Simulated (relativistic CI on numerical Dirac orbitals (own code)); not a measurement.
# Cr³⁺: 3p photoemission

Computed with this model: Dirac-Coulomb-Breit CI, orbitals from a KLI potential per configuration, QED by a radiative potential, valence Slater integrals scaled by 0.8, multiplet model of photoemission in the sudden approximation; configurations [Ar] 3d3 → [Ne] 3s2 3p5 3d3; 300 K; Lorentzian 0.8 eV and Gaussian 0.6 eV FWHM. Energies are those of the free ion, without screening or charge transfer. The energies are binding energies and can lie tens of eV above those of solids. S is read from ⟨S²⟩ = S(S + 1).

Field parameters in Wybourne normalisation: Oh B⁴₀ = 21Dq, B⁴₄ = √(5/14) B⁴₀. The field is a parameter set, without covalency.

free ion: ground-state S = 1.50, centroid 93.73 eV. Peaks (eV, height): 89.5 (97), 90.9 (100), 94.6 (42), 100.4 (12), 106.2 (30), 109.5 (20).

Oh, 10Dq = 4100 cm⁻¹: ground-state S = 1.50, centroid 93.73 eV. Peaks (eV, height): 89.3 (100), 90.9 (74), 95.1 (38), 101.3 (11), 106.9 (29), 110.0 (13).

Oh, 10Dq = 11400 cm⁻¹: ground-state S = 1.50, centroid 93.73 eV. Peaks (eV, height): 89.6 (100), 91.4 (45), 95.4 (24), 102.7 (8), 107.8 (22).

Oh, 10Dq = 18650 cm⁻¹: ground-state S = 1.50, centroid 93.73 eV. Peaks (eV, height): 89.8 (100), 91.9 (35), 96.1 (22), 104.1 (7), 108.7 (18).

Oh, 10Dq = 25900 cm⁻¹: ground-state S = 1.50, centroid 93.73 eV. Peaks (eV, height): 89.9 (100), 91.9 (27), 96.2 (20), 105.9 (8), 109.6 (14).

Oh, 10Dq = 33150 cm⁻¹: ground-state S = 1.50, centroid 93.73 eV. Peaks (eV, height): 89.9 (100), 91.9 (26), 93.7 (8), 96.7 (23), 98.3 (11), 107.2 (9), 110.7 (9).

Strongest unbroadened transitions for Oh, 10Dq = 11400 cm⁻¹:

```csv
Energy (eV),Relative strength
89.40,100.0
89.74,24.6
89.75,37.1
90.00,32.3
90.71,7.1
91.25,5.4
91.35,8.8
91.38,4.4
91.43,5.4
91.61,4.3
91.73,12.4
91.92,7.9
91.94,11.8
102.50,4.6
107.70,10.6
107.72,4.1
107.86,8.7
107.89,13.3
```
